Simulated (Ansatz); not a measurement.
Isolated molecules relaxed with PBE0-D4/def2-TZVP in Ansatz; ΔE leaves out vibrations. CBS: MP2 limit from def2 TZ/QZ plus the TZ coupled-cluster correction, frozen cores. This one scheme is used for every species, atoms too. DFT in def2-TZVPP. Open shells (•) are unrestricted, without spin–orbit coupling. Spin–orbit coupling would lower the free atoms: a little for C, F, O, Si. One conformer a species, not always the lowest.

Reaction (atomization): `O=C([SiH3])O[SiH2]F` → C• + F• + 5 H• + 2 O• + 2 Si•

**Question.** What is ΔE at CCSD(T)/CBS? (Best estimate.)

**Answer.** Computed: +4185.4 kJ/mol.

**Question.** What do these levels give: PBE0-D4, ωB97M-V, PBE, HF/def2-TZVPP, CCSD/def2-TZVPP, MP2/CBS(def2)? (An estimate is asked.)

**Answer.** The calculation gave: PBE0-D4 4130.5, ωB97M-V 4185.6, PBE 4210.1, HF/def2-TZVPP 2992.6, CCSD/def2-TZVPP 3989.7, MP2/CBS(def2) 4291.2 kJ/mol.

Largest T1 diagnostic among the species: 0.015.

In def2-TZVPP, CCSD(T) changes the Hartree–Fock value by +1068.3 kJ/mol (the triples alone add +71.2 kJ/mol) and MP2 by +1174.0 kJ/mol; breaking electron pairs costs correlation energy, which Hartree–Fock lacks. From PBE to PBE0 (25 % exact exchange), in def2-TZVPP and without D4, ΔE moves by −100.2 kJ/mol: exact exchange takes away binding that semilocal exchange gives to molecules. The D4 term adds +39.1 kJ/mol with B3LYP and +20.5 kJ/mol with PBE0; it sums over pairs of atoms, weighted by their polarisabilities, and B3LYP, whose exchange is more repulsive, gets the larger term.

B3LYP here is the variant with VWN-RPA as its local correlation; programs differ in this.

For atomizations the MP2-based limit and the directly extrapolated one differ by several kJ/mol either way, and by 10 to 25 for some Ge, Se and Sn compounds, so smaller differences from it don't rank the levels.
